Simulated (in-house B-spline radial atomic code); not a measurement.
**PBE excitations of Te V (Te4+)**

Method: PBE. Computed with an all-electron radial atomic-structure program (B-spline basis): linear response of the closed shell [Kr] 4d10 5s2 with the functional's adiabatic kernel; scalar-relativistic (spin-free one-electron X2C), finite nucleus, no spin-orbit coupling, no double excitations, S, P, D and F terms only; shells from n = 3 respond. Only terms of natural parity with L up to 3 were computed.

Command:
```bash
python run_td.py task.json out
```
Settings (radii: box in bohr, nucleus in fm):
```
Z                        52
electrons                48
configuration            [Kr] 4d10 5s2
hamiltonian              x2c
method                   pbe,pbe
box_radius               19.1
rms_radius               4.7423
intervals                71
```

Run time, properties included: 2.8 s on 1 thread of Arm Neoverse N1 (shared host).

The lowest states, in the order of their Tamm-Dancoff energies; the method's threshold (minus the highest occupied level) is 53.20 eV. Labels give the largest channel, * marks a mixed state, and oscillator strengths are full-response dipole values. Semilocal kernels can invert the small singlet-triplet splittings of Rydberg terms. Energies in eV:

```
     state  full response  Tamm-Dancoff  oscillator strength
5s → 5p 3P         10.444        10.537                    -
5s → 5p 1P         14.044        14.608                 1.59
5s → 5d 3D         26.217        26.242                    -
5s → 5d 1D         27.214        27.235                    -
5s → 6s 3S              ?             ?                    -
5s → 6s 1S          30.24         30.28                    -
5s → 4f 3F          31.27         31.32                    -
5s → 4f 1F              ?             ?                    -
5s → 6p 3P          33.56         33.57                    -
5s → 6p 1P          33.90         33.94               0.0525
```

(1) Where does 5s → 4f 1F lie?

(2) Where does 5s → 6s 3S lie?

(3) How large is the singlet-triplet splitting of 5s → 5p (P terms) in Tamm-Dancoff?

(4) What polarisabilities and dispersion coefficient does the method give?

Answers

(1) At 32.17 eV in full response, 32.17 eV in Tamm-Dancoff.

(2) At 29.496 eV in full response, 29.500 eV in Tamm-Dancoff.

(3) 4.07 eV, from the unrounded values.

(4) Dipole 7.582 bohr³, quadrupole 17.36 bohr⁵, C6 31.58 hartree·bohr⁶ for two such species.
